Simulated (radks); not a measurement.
Values are calculated unless marked as measured or tabulated.
Task: These are the eigenvalues of the occupied orbitals of an atom or ion with whole-number occupations (hartree). Level of theory: Dirac Kohn-Sham, Slater X-alpha with alpha = 0.667, spin-unpolarised, spherical densities, finite nucleus; Fermi nuclear charge, rms radius of each element as measured or else 0.836 A^(1/3) + 0.57 fm (a radial shooting solver on a logarithmic mesh with Libxc functionals).

| orbital | eigenvalue |
|---|---|
| 1s1/2 | -1592.764 |
| 2s1/2 | -258.4254 |
| 2p1/2 | -244.6578 |
| 2p3/2 | -225.5723 |
| 3s1/2 | -56.89717 |
| 3p1/2 | -51.00147 |
| 3p3/2 | -47.19468 |
| 3d3/2 | -36.88129 |
| 3d5/2 | -36.05776 |
| 4s1/2 | -12.15022 |
| 4p1/2 | -9.92326 |
| 4p3/2 | -9.08817 |
| 4d3/2 | -5.41733 |
| 4d5/2 | -5.26909 |
| 5s1/2 | -2.42345 |
| 5p1/2 | -1.80158 |
| 5p3/2 | -1.67602 |
| 4f5/2 | -1.08431 |

Which element is it, and in what charge state? The configuration may be excited. Open shells, if any, fill j = l - 1/2 first.

Result: Z = 60, neodymium, charge +3: Nd3+ in [Xe] 4f3. The list shows which subshells hold electrons but not how many an open one holds; the 1s level, -1592.8 hartree, gives Z - s = 56.4 by -(Z - s)^2/2, which with screening and relativity narrows Z to a few neighbours, and the depths of the outer levels then fix element, charge and occupations together.
